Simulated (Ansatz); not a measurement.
## Ligand exchange: SnH3Br + SiH3Cl → SnH3Cl + SiH3Br

Species: SnH3Br `[Br][SnH3]`, singlet; SiH3Cl `[SiH3]Cl`, singlet; SnH3Cl `[Cl][SnH3]`, singlet; SiH3Br `[SiH3]Br`, singlet. The partners trade Br for Cl: Sn–Br and Si–Cl bonds give way to Sn–Cl and Si–Br.

Shapes, held fixed at every level: PBE0-D4/def2-TZVP. Programs: Ansatz 0.2.0. The zero-point and thermal change to 298 K, harmonic and unscaled (PBE0-D4/def2-TZVP), is -0.4 kJ/mol.

```tsv
level	kind	ΔH(298 K) (kJ/mol)	less CCSD(T)/def2-TZVPP
SPW92/def2-TZVPP	LDA	+15.4	-0.1
r2SCAN-D4/def2-TZVPP	meta-GGA	+15.7	+0.2
BHLYP-D4/def2-TZVPP	global hybrid	+17.3	+1.8
wB97M-V/def2-TZVPP	range-separated hybrid	+16.0	+0.5
wB97X-V/def2-TZVPP	range-separated hybrid	+15.5	0.0
MP2/def2-TZVPP	perturbation theory	+16.1	+0.6
CCSD/def2-SVP	coupled cluster or CI	+17.3	+1.8
CCSD(T)/def2-TZVPP	coupled cluster or CI	+15.5	0.0
```

The highest level, CCSD(T)/def2-TZVPP, gives ΔH(298 K) = +15.5 kJ/mol; the levels span +15.4 to +17.3. The column of differences is taken from that level and isn't an error. No measured value is set beside it here. For atoms past krypton def2 sets carry core potentials with scalar relativity. Relativity is left out for Br unless named. Correlated rows may include outer-core shells of Br, Sn, which these sets cover unevenly.
